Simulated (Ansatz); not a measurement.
Reaction (substitution at a C–Zn bond): `[CH3][Zn][Br]` + `N=C=CO` → `COC=C=N` + `[ZnH][Br]`

Program: Ansatz. Geometries: PBE0-D4/def2-TZVP. ΔE: electronic, gas phase. CCSD(T)/CBS is the MP2 limit (def2-TZVPP, def2-QZVPP) plus CCSD(T) − MP2 in def2-TZVPP, frozen cores. DFT in def2-TZVPP. For Br, Zn outer-core shells are correlated without core-valence functions, which leaves a few kJ/mol of doubt a bond. Scalar relativity is left out up to krypton. Each species was taken in one conformer, which may not be the lowest.

```json
{"level": "LC-ωPBE", "ΔE (kJ/mol)": "72.2"}
{"level": "CCSD/def2-SVP", "ΔE (kJ/mol)": "58.6"}
{"level": "CCSD/def2-TZVPP", "ΔE (kJ/mol)": "69.4"}
{"level": "HF/def2-QZVPP", "ΔE (kJ/mol)": "50.7"}
```

Task: What does CCSD(T)/CBS give? (Estimate.)

Result: Ansatz gave: +77.8 kJ/mol. The listed levels differ from it by -5.6, -19.2, -8.4, -27.1 kJ/mol.

Largest T1 diagnostic among the species: 0.014.

In def2-TZVPP, CCSD(T) changes the Hartree–Fock value by +21.1 kJ/mol (the triples alone add +2.1 kJ/mol) and MP2 by +30.1 kJ/mol. At CCSD(T), def2-SVP lies −19.0 kJ/mol from the extrapolated value and def2-TZVPP −6.3 kJ/mol.
